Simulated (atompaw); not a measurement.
## Sc (Z = 21) PAW (atompaw): all-electron and pseudo phase curves

| Quantity | Value |
| --- | --- |
| Element | Sc |
| Generator | atompaw 4.2.0.5 |
| Type | PAW |
| Functional | PBE |
| Relativity | scalar-relativistic |
| Frozen core | [Ne] 3s2 |
| Valence charge | 9 |
| Reference configuration | 3p6 3d1 4s0 4p0 (charge +2) |
| Partial waves | 4s (bound, empty): rc 2.70 bohr; 4s channel at 0.25 Ry: rc 2.70 bohr; 3p (bound): rc 1.50 bohr; 4p (bound, empty): rc 1.75 bohr; 3d (bound): rc 2.70 bohr; 3d channel at 0.35 Ry: rc 2.35 bohr |
| Local potential | troulliermartins scheme with l = 3 at -0.5 Ry, radius 2.00 bohr |
| Core correction | smooth core density matched at 1.95 bohr |
| Augmentation charge | sinc compensation charge, radius 2.50 bohr; PAW radius 2.70 bohr; waves and projectors: custom rrkj gramschmidtortho |

The phase is arctan(r·u′/u) with u = r·R(r), unwrapped; energies in Ry, scanned from -6 to 5 Ry. A pole is an energy at which the radial function vanishes at the test radius. The pseudo phase is shifted by a multiple of π to meet the all-electron one at the reference energy, and phase errors are pseudo minus all-electron; the curves can meet again beyond the range given. Levels narrower than the energy grid can be missing from the lists of poles. n/a: not evaluated, since a narrow level or a reset projector energy made the automatic matching unsafe.

```json
{"channel": "s", "radius (bohr)": "2.70", "reference energy (Ry)": "-1.17", "poles, all-electron": "-5.14, 1.21", "poles, pseudo": "1.21", "unbroken range about the reference energy with phases within 0.05 rad": "n/a", "phase error 1 Ry above the reference energy (rad)": "n/a"}
{"channel": "p", "radius (bohr)": "2.70", "reference energy (Ry)": "-0.86", "poles, all-electron": "-3.53, 2.08", "poles, pseudo": "-3.53, 2.14", "unbroken range about the reference energy with phases within 0.05 rad": "below 4.3", "phase error 1 Ry above the reference energy (rad)": "+0.003"}
{"channel": "d", "radius (bohr)": "2.70", "reference energy (Ry)": "-1.32", "poles, all-electron": "-1.05, 3.33", "poles, pseudo": "-1.05, 3.80", "unbroken range about the reference energy with phases within 0.05 rad": "below 4.1", "phase error 1 Ry above the reference energy (rad)": "+0.001"}
```

Note: ghost state, extra bound levels that the all-electron valence spectrum of the same l lacks: s at -40.1 eV. A true bound ghost makes a file unfit for plane-wave use.

Phases in the d channel:

```tsv
E (Ry)	all-electron	pseudo
-6.00	1.405	1.406
-5.76	1.401	1.402
-5.52	1.396	1.398
-5.28	1.391	1.393
-5.04	1.386	1.388
-4.80	1.380	1.382
-4.56	1.374	1.375
-4.32	1.366	1.368
-4.08	1.358	1.360
-3.84	1.349	1.351
-3.60	1.338	1.340
-3.36	1.325	1.328
-3.12	1.310	1.312
-2.88	1.291	1.294
-2.64	1.267	1.270
-2.40	1.234	1.237
-2.16	1.184	1.187
-1.92	1.094	1.098
-1.68	0.871	0.875
-1.44	-0.206	-0.203
-1.20	-1.385	-1.385
-0.96	-1.637	-1.635
-0.72	-1.750	-1.748
-0.48	-1.834	-1.832
-0.24	-1.918	-1.916
0.00	-2.022	-2.021
0.24	-2.175	-2.174
0.48	-2.434	-2.434
0.72	-2.905	-2.898
0.96	-3.539	-3.520
1.20	-4.002	-3.978
1.44	-4.253	-4.231
1.68	-4.397	-4.375
1.92	-4.488	-4.466
2.16	-4.551	-4.528
2.40	-4.598	-4.574
2.64	-4.635	-4.609
2.88	-4.665	-4.638
3.12	-4.692	-4.661
3.36	-4.715	-4.681
3.60	-4.737	-4.699
3.84	-4.758	-4.715
4.08	-4.779	-4.730
4.32	-4.801	-4.743
4.56	-4.824	-4.756
4.80	-4.851	-4.769
```
